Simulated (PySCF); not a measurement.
Level of theory: B3LYP-D3(BJ)/def2-TZVP // PBE-D3(BJ)/def2-SVP (PySCF). Gas-phase values, no solvent. B3LYP has the VWN-RPA correlation part, as in Gaussian. 

Reference species: [Zr(F)4] (neutral, multiplicity 1).

The coordination number is 4. The charge on the central atom (Mulliken) is 1.83 e and the HOMO–LUMO gap is 10.12 eV.

Changed species: [Ti(F)4] (M = Ti; the reference has M = Zr).

Task: Give the shifts of the coordination number, charge on the central atom (Mulliken) and HOMO–LUMO gap.

Result: the coordination number stays essentially unchanged; the charge on the central atom (Mulliken) falls by 0.16 e, to 1.67 e; the HOMO–LUMO gap falls by 1.44 eV, to 8.68 eV.
